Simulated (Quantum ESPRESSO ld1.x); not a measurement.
The nuclear charge of neutral technetium is varied continuously with 43 electrons held in [Kr] 4d5 5s2. Calculated with ld1.x of Quantum ESPRESSO 7.5: scalar-relativistic Kohn-Sham, revPBE, spin-unpolarised, spherical densities, point nucleus. By the Hellmann-Feynman theorem dE/dZ = E(electron-nucleus)/Z, the electronic potential at the nucleus. The scalar-relativistic energy here is not variational (the density holds large components alone), so the two differ by a part that grows with Z.

\begin{tabular}{lrrrrr}
Z & E (hartree) & E(electron-nucleus)/Z (hartree) & HOMO & e(HOMO) (eV) & <r> HOMO (bohr) \\ \hline
42.5 & -4166.371 & -236.364 & 5s & -1.792 & 3.671 \\
42.75 & -4225.843 & -238.283 & 5s & -3.304 & 3.472 \\
43 & -4285.797 & -240.198 & 5s & -4.976 & 3.306 \\
43.25 & -4346.233 & -242.111 & 5s & -6.791 & 3.163 \\
43.5 & -4407.150 & -244.023 & 5s & -8.739 & 3.038 \\
43.75 & -4468.547 & -245.933 & 5s & -10.812 & 2.927 \\
44 & -4530.426 & -247.843 & 5s & -13.002 & 2.827 \\
\end{tabular}

The central difference of E at Z = 43 is -240.780 hartree, to compare with the third column; the second derivative is -7.71 hartree.
